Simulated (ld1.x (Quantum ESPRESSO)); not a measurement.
## F, RRKJ: configuration errors across variants

```
Element                 : F (Z = 9)
Generator               : ld1.x (Quantum ESPRESSO) 7.5
Type                    : norm-conserving RRKJ (Kleinman–Bylander form)
Functional              : PBE
Relativity              : scalar-relativistic
Frozen core             : [He]
Valence charge          : 7
Reference configuration : 2s1.5 2p5.5
Partial waves           : 2s (bound): rc 0.65 bohr; 2p (bound): rc 1.90 bohr
Local potential         : all-electron potential smoothed inside 0.65 bohr (lloc = -1)
Core correction         : a·sin(br)/r model core, default radius (core density twice the valence density)
```

All-electron excitation energies from the reference (eV): (1) 2s2 2p5 -9.400; (2) 2s2 2p4 9.990; (3) 2s2 2p3 48.375; (4) 2s2 2p4.5 -1.857; (5) 2s2 2p2 109.012; (6) 2s1 2p5 29.092; (7) 2s2 2p5.3 -12.070.

The default core radius of the base comes out at 0.28 bohr.

4 further variants failed, have other tests or another functional or relativity, and are left out.

Errors AE − PS in meV (a dash: test not solved or not reliable):

```csv
change,(1),(2),(3),(4),(5),(6),(7),bound ghosts
base,-13,+298,+1511,+82,+4697,-100,-42,none
type TM; local potential the s channel,-5.4,+203,+1018,+59,+3246,-84,-25,none
wave 2s (bound): rc 0.65 bohr becomes 2s (bound): rc 0.58 bohr,-14,+297,+1512,+81,+4701,-101,-42,none
wave 2p (bound): rc 1.90 bohr becomes 2p (bound): rc 1.48 bohr,+1.9,+102,+510,+33,+1705,-49,-8.2,none
"all radii but the core radius scaled by about 0.85 (s 0.56, p 1.62 bohr); local potential all-electron potential smoothed inside 0.56 bohr (lloc = -1)",-1.0,+144,+724,+44,+2373,-65,-15,none
local potential all-electron potential smoothed inside 1.82 bohr (lloc = -1),-14,+286,+1452,+80,+4567,-122,-44,none
local potential all-electron potential smoothed inside 0.50 bohr (lloc = -1),-13,+300,+1529,+82,+4753,-93,-41,none
core correction a·sin(br)/r model core inside 0.32 bohr,-13,+298,+1511,+82,+4697,-100,-41,none
```

(1) Give the same row for: core correction a·sin(br)/r model core inside 0.30 bohr.

Answers

(1) -13, +298, +1511, +82, +4697, -100, -41; bound ghosts: none.
